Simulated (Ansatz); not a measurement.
Geometry optimisation, RHF/6-31G* in Ansatz.

input.yaml

```yaml
crystal:
  periodic: [false, false, false]
  atoms:
    - { symbol: B, position_ang: [0.040415, 0.54107, -0.211308] }
    - { symbol: H, position_ang: [-0.163836, -0.358661, 2.011005] }
    - { symbol: O, position_ang: [1.211277, -0.133527, -0.39981] }
    - { symbol: H, position_ang: [1.130064, -1.013415, -0.733424] }
    - { symbol: O, position_ang: [-1.191644, 0.064731, -0.552996] }
    - { symbol: H, position_ang: [-1.21205, -0.814989, -0.896023] }
    - { symbol: "N", position_ang: [0.111722, 1.885062, 0.401094] }
    - { symbol: H, position_ang: [0.98746, 2.357721, 0.430592] }
    - { symbol: H, position_ang: [-0.669078, 2.497068, 0.318768] }
    - { symbol: H, position_ang: [-0.115531, 0.339038, 2.053004] }
basis:
  gaussian: { orbitals: "6-31G*" }
hamiltonian:
  xc: hf
relax:
  f_tol: 0.03
  max_steps: 50
output:
  orbitals: {}
```

Command:

```bash
$ ansatz run input.yaml --threads 1 --pin off --max-ram 2048MiB --backend cpu --events-out ev --progress --plain --runs-dir out
```

Where does it end, and by what steps?

It converged. The force dipped under the threshold on the way, but the program's further checks kept it going. After 21 steps the energy has fallen by 0.405 eV; H2 moved furthest, 1.72 Å.

```tsv
step	energy less start (eV)	largest force component (eV/Å)	accepted
0	0.0000	2.180	yes
1	-0.2247	0.843	yes
2	-0.3182	0.429	yes
3	-0.3645	0.215	yes
4	-0.3854	0.077	yes
5	-0.3913	0.070	yes
6	-0.3930	0.163	yes
7	-0.3964	0.010	yes
8	-0.3464	1.413	no
9	-0.3973	0.051	yes
10	-0.3985	0.138	yes
11	-0.3993	0.161	yes
12	-0.4004	0.118	yes
13	-0.4018	0.152	yes
14	-0.4026	0.144	yes
15	-0.4035	0.102	yes
16	-0.4044	0.047	yes
17	-0.4050	0.031	yes
18	-0.4052	0.062	yes
19	-0.4053	0.038	yes
20	-0.4054	0.013	yes
21	-0.4054	0.016	yes
```

```xyz
10
Properties=species:S:1:pos:R:3
B 0.066 0.555 -0.591
H -0.243 -0.006 3.694
O 1.248 -0.065 -0.903
H 1.181 -0.822 -1.464
O -1.155 0.135 -1.055
H -1.143 -0.629 -1.610
N 0.106 1.681 0.250
H 0.959 2.058 0.594
H -0.709 2.197 0.488
H -0.181 0.260 3.017
```

Whether the end is a true minimum wasn't checked by a vibrational analysis.

Run time: 32 s on 1 thread of Intel(R) Xeon(R) Platinum 8375C CPU @ 2.90GHz (Ice Lake), with other jobs on the host, peak memory 0.14 GiB.
